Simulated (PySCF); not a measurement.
Choosing a basis for TDDFT

C3H7FSSi.
SMILES: `C=C([SiH2]F)SC`

TDDFT with PBE0 (PySCF), vertical singlets, core orbitals frozen in the response, spherical d and f functions. The structure is a single PBE0-D3(BJ)/def2-SVP conformer in the gas phase; no vibrational or solvent corrections.

**Question.** Compare def2-SVP, 6-31+G*, aug-cc-pVDZ and def2-TZVP for this molecule.

**Answer.** 

```
      basis  functions  diffuse  S1 (eV)  S2 (eV)  S3 (eV)  S4 (eV)  S5 (eV)  LUMO (eV)  α (au)
   def2-SVP        127       no     5.20     5.59     6.59     7.13     7.22      -0.28    70.6
    6-31+G*        130      yes     4.79     5.38     5.69     6.03     6.36      -0.53    78.0
aug-cc-pVDZ        209      yes     4.78     5.29     5.52     5.93     6.16      -0.59    86.3
  def2-TZVP        240       no     4.85     5.37     6.16     6.64     6.91      -0.51    80.6
```

States are compared by their number. Against the largest diffuse basis here (aug-cc-pVDZ, itself not a converged limit), sets without diffuse functions differ by up to 0.43 eV in S1 and 1.06 eV in S5; the smaller diffuse sets differ by up to 0.01 and 0.20 eV. State by state, the largest deviation of a set without diffuse functions is S1 0.43, S2 0.30, S3 1.08, S4 1.20, S5 1.06 eV. The same number needn't mean the same state in each row. Against aug-cc-pVDZ the polarisability deviates by -18% in def2-SVP, -10% in 6-31+G*, -7% in def2-TZVP. A single + in a Pople set puts diffuse functions on heavy atoms only.
